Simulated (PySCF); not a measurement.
## Substituent effects on chemical shifts

Parent skeleton `[SiH3:1][CH:2]1[CH2:3][CH2:4][CH2:5][S:6][CH2:7]1`; one hydrogen on atom 2 is replaced by X. Hydrogens on one atom are averaged.

Non-relativistic Hamiltonian, one computed conformer, no solvent, equivalent nuclei averaged. PBE0/pcSseg-1 with gauge-including orbitals; GFN2-xTB structure; PySCF 2.14.

References, each an isolated molecule treated in the same way: TMS for ²⁹Si and ¹³C and ¹H; CS2 for ³³S.

Known members:
```
      X    Si1    C2    C3    C4    C5     S6    C7  H(Si1)  H(C3)
 CH2NH2  -62.9  34.9  34.4  29.2  37.0  -31.6  40.9    3.94   1.53
ethynyl  -50.2  22.6  37.1  27.0  36.0  -11.5  43.0    3.87   1.61
      F  -58.4  88.4  37.3  25.2  35.0  -30.4  41.7    3.79   1.74
```

Four more derivatives gave (δ, ppm):
| compound | Si1 | C2 | C3 | C4 | C5 | S6 | C7 | H(Si1) | H(C3) |
| --- | --- | --- | --- | --- | --- | --- | --- | --- | --- |
| 1 | -47.9 | 22.1 | 37.5 | 25.0 | 36.5 | -51.7 | 44.2 | 3.63 | 1.48 |
| 2 | -50.2 | 26.9 | 32.0 | 24.4 | 36.4 | -47.0 | 46.0 | 3.63 | 1.53 |
| 3 | -49.5 | 21.1 | 35.9 | 28.0 | 36.0 | 4.0 | 40.7 | 3.92 | 1.65 |
| 4 | -62.8 | 36.0 | 36.0 | 23.3 | 35.4 | -36.7 | 40.0 | 3.83 | 1.66 |

**Question.** Their substituents are C2H5, CH3, CN, SCH3. Which is which?

**Answer.** 1: X = CH3 (C[C@]1([SiH3])CCCSC1); 2: X = C2H5 (CC[C@@]1([SiH3])CCCSC1); 3: X = CN (N#C[C@@]1([SiH3])CCCSC1); 4: X = SCH3 (CS[C@]1([SiH3])CCCSC1).
